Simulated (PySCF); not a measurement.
# Ionisation energy of Mo+ by level of theory

Mo+ [Kr] 4d5 (6S) → Mo(2+) [Kr] 4d4 (5D), as a difference of total energies. All numbers are calculated (PySCF 2.14, a scalar-relativistic core potential, in aug-cc-pwCVDZ-PP with ECP28MDF (6s6p5d3f, 70 functions)). Correlated levels: valence: 4s2 4p6 frozen; valence and next inner shell: nothing frozen outside the core potential. The calculations carry no spin-orbit coupling.

| method | ionisation energy (eV) |
| --- | --- |
| UHF | 15.094 |
| LDA | 16.650 |
| PBE | 16.414 |
| PBE0 | 16.277 |
| r2SCAN | 16.301 |
| PBEsol | 16.450 |
| CAM-B3LYP | 16.087 |
| BP86 | 16.472 |
| TPSSh | 16.106 |
| MP2 (valence) | 15.737 |
| SCS-MP2 (valence) | 15.308 |
| MP2 (valence and next inner shell) | 16.007 |
| SCS-MP2 (valence and next inner shell) | 15.615 |

Task: How much does correlation contribute at MP2 (valence and next inner shell)?

Result: 16.007 − (15.094) = 0.913 eV, measured against UHF.

The reference lies between the lowest fine-structure levels, while these numbers refer to the centres of the terms.

Errors of the correlated levels include the incompleteness of this basis and the frozen core.

For comparison: 16.16 ± 0.12 eV (semi-empirical (NIST evaluation); NIST Atomic Spectra Database, ionization energies).
